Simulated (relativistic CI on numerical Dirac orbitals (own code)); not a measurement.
Ru3+: what numerical and physical settings do to a radial Dirac CI calculation

Reference input:

```
atom Ru  Z=44  charge=3  electrons=41
nucleus A=102  rms_radius_fm=4.4809
hamiltonian dirac-coulomb  breit=on  qed=on  c_scale=1
orbitals kli  potential=per-configuration
slater_scale 1
correlation none
mixing on
grid step=0.0125 r_max=50.3
scf mixing=0.4 start=green max_iterations=150 tolerance=2e-08 node_fill=0.05
configurations
  [Kr] 4d5
  [Kr] 4d4 5s
  [Kr] 4d4 5p
  [Kr] 4d3 5s2
  [Ar] 3d10 4s 4p6 4d6
end
```

Computed lowest total energy -4522.84169 Ha, first excitation 26557.1 cm⁻¹, 55 SCF steps. Runs with settings changed; * marks those that are bad on purpose:

| Changed | Outcome | Lowest level | ΔE (Ha) | First excitation (cm⁻¹) | SCF steps | Message |
| --- | --- | --- | --- | --- | --- | --- |
| QED terms off | converged | 4s2.4d5 6S_5/2 | -1.9 | 26558.9 | 55 |  |
| SCF mixing 0.2, iteration limit 30 | converged | 4s2.4d5 6S_5/2 | -7.11e-10 | 26557.1 | 67 |  |
| end of the grid at 25.15 bohr | converged | 4s2.4d5 6S_5/2 | -3.64e-12 | 26557.1 | 55 |  |
| SCF mixing 2.5 * | converged | 4s2.4d5 6S_5/2 | -3.14e-10 | 26557.1 | 81 |  |
| node fill of the KLI weights 50 * | converged | 4s2.4d5 6S_5/2 | 0.852 | 23523.3 | 61 |  |

With so few configurations and no correlation, terms lie too far apart (by 10 to 50 % near neutrality), their order can be wrong, and levels of other configurations are missing.
